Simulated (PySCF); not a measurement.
Cost against size for one kind of job: GIAO PBE0/pcSseg-1 NMR shielding, non-relativistic, gas phase (PySCF 2.14.0, density-fitted response routines); work: shieldings, ring-centre shieldings, charges and field gradients. Hardware: Arm Neoverse V2, one thread, no GPU, on a shared host. The host was shared with other jobs, so the times are rough.

| species (SMILES) | atoms | electrons | basis functions | SCF cycles | wall time |
| --- | --- | --- | --- | --- | --- |
| [PH-]c1ccoc1 | 10 | 52 | 129 | 14 | 8.8 s |
| Cc1ccccn1 | 14 | 50 | 154 | 14 | ? |
| ClCCc1ncsn1 | 13 | 76 | 175 | 14 | 20 s |
| CO/C=P\c1cccs1 | 16 | 82 | 202 | 14 | 34 s |
| FC(F)(F)[C@@H]1CP1C[SiH3] | 17 | 88 | 207 | 14 | ? |
| COC1=CC=C(C)[SiH2]B1 | 20 | 74 | 215 | 14 | 39 s |

Question: Estimate the withheld figures.

Answer: `Cc1ccccn1`: 13 s; `FC(F)(F)[C@@H]1CP1C[SiH3]`: 45 s.

Question: Which species took longest, and how many times the shortest run?

Answer: `FC(F)(F)[C@@H]1CP1C[SiH3]`, at 45 s: about 5.1 times the shortest (8.8 s).
